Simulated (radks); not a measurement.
Task: These are the eigenvalues of the occupied orbitals of an atom or ion with whole-number occupations (eV). Calculated with a radial shooting solver on a logarithmic mesh with Libxc functionals: Dirac Kohn-Sham, PW91, spin-unpolarised, spherical densities, finite nucleus; Fermi nuclear charge, rms radius of each element as measured or else 0.836 A^(1/3) + 0.57 fm.

| orbital | eigenvalue |
|---|---|
| 1s1/2 | -46630.82 |
| 2s1/2 | -7616.612 |
| 2p1/2 | -7220.395 |
| 2p3/2 | -6617.354 |
| 3s1/2 | -1668.722 |
| 3p1/2 | -1498.044 |
| 3p3/2 | -1375.945 |
| 3d3/2 | -1079.610 |
| 3d5/2 | -1053.090 |
| 4s1/2 | -331.5431 |
| 4p1/2 | -266.0859 |
| 4p3/2 | -239.2634 |
| 4d3/2 | -131.4970 |
| 4d5/2 | -126.7057 |
| 5s1/2 | -43.2464 |
| 5p1/2 | -25.7479 |
| 5p3/2 | -22.2158 |
| 6s1/2 | -3.6182 |
| 4f5/2 | -2.8295 |
| 4f7/2 | -2.2888 |

Which element is it, and in what charge state? The configuration may be excited. Open shells, if any, are shared by 2j + 1.

Result: Z = 62, samarium, charge 0: Sm in [Xe] 4f6 6s2. The list shows which subshells hold electrons but not how many an open one holds; the 1s level, -1713.7 hartree, gives Z - s = 58.5 by -(Z - s)^2/2, which with screening and relativity narrows Z to a few neighbours, and the depths of the outer levels then fix element, charge and occupations together.
